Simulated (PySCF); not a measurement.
# The first ionisation energy along the 3d series

Calculated with PySCF 2.14 from differences of total energies of unrestricted determinants, without spin-orbit coupling. Values in eV. The last column holds reference values (NIST; (s) semi-empirical, (t) theoretical, else measured). Unmarked ones compare directly (S terms, centres of terms, or small fine structure); those marked * lie between the lowest fine-structure levels and include a spin-orbit shift.

```json
{"element": "Sc (aug-cc-pVDZ, non-relativistic)", "configurations": "[Ar] 3d1 4s2 → [Ar] 3d1 4s1", "UHF": "5.368", "LDA": "6.653", "PBE": "n/a", "PBE0": "6.345", "SCS-MP2 (valence)": "6.157", "CCSD (valence)": "6.313", "reference": "6.562"}
{"element": "V (aug-cc-pVDZ, non-relativistic)", "configurations": "[Ar] 3d3 4s2 → [Ar] 3d4", "UHF": "5.902", "LDA": "6.212", "PBE": "6.097", "PBE0": "n/a", "SCS-MP2 (valence)": "6.728", "CCSD (valence)": "6.480", "reference": "6.732"}
{"element": "Cr (aug-cc-pVDZ, non-relativistic)", "configurations": "[Ar] 3d5 4s1 → [Ar] 3d5", "UHF": "5.911", "LDA": "7.429", "PBE": "7.214", "PBE0": "6.892", "SCS-MP2 (valence)": "6.059", "CCSD (valence)": "6.389", "reference": "6.767"}
{"element": "Mn (aug-cc-pVDZ, non-relativistic)", "configurations": "[Ar] 3d5 4s2 → [Ar] 3d5 4s1", "UHF": "5.980", "LDA": "7.484", "PBE": "7.162", "PBE0": "7.027", "SCS-MP2 (valence)": "7.109", "CCSD (valence)": "7.148", "reference": "7.434"}
{"element": "Fe (aug-cc-pVDZ, non-relativistic)", "configurations": "[Ar] 3d6 4s2 → [Ar] 3d6 4s1", "UHF": "6.369", "LDA": "8.023", "PBE": "7.722", "PBE0": "7.537", "SCS-MP2 (valence)": "7.566", "CCSD (valence)": "7.596", "reference": "7.904"}
{"element": "Co (aug-cc-pVDZ, non-relativistic)", "configurations": "[Ar] 3d7 4s2 → [Ar] 3d8", "UHF": "7.830", "LDA": "7.568", "PBE": "7.407", "PBE0": "7.474", "SCS-MP2 (valence)": "7.132", "CCSD (valence)": "7.675", "reference": "7.869"}
{"element": "Ni (aug-cc-pVDZ, non-relativistic)", "configurations": "[Ar] 3d8 4s2 → [Ar] 3d9", "UHF": "7.671", "LDA": "7.191", "PBE": "7.241", "PBE0": "7.304", "SCS-MP2 (valence)": "6.733", "CCSD (valence)": "7.323", "reference": "7.640 *"}
{"element": "Cu (aug-cc-pVDZ-PP with ECP10MDF, ECP)", "configurations": "[Ar] 3d10 4s1 → [Ar] 3d10", "UHF": "6.596", "LDA": "8.680", "PBE": "8.387", "PBE0": "7.980", "SCS-MP2 (valence)": "7.392", "CCSD (valence)": "7.402", "reference": "7.726"}
{"element": "Zn (aug-cc-pVDZ-PP with ECP10MDF, ECP)", "configurations": "[Ar] 3d10 4s2 → [Ar] 3d10 4s1", "UHF": "7.873", "LDA": "10.060", "PBE": "9.701", "PBE0": "9.386", "SCS-MP2 (valence)": "9.181", "CCSD (valence)": "9.213", "reference": "9.394"}
```

Fill in the row of Ti (aug-cc-pVDZ, non-relativistic) ([Ar] 3d2 4s2 → [Ar] 3d2 4s1).

UHF 5.531; LDA 6.867; PBE 6.630; PBE0 6.519; SCS-MP2 (valence) 6.425; CCSD (valence) 6.550; reference 6.828 (eV).

"Valence" correlates the outer s and p shells and, in groups 3 to 12 and the f block, the outer d or f shell, open or full, or the next shell where the ion has no valence electron left; the wider scheme adds the next inner shell.
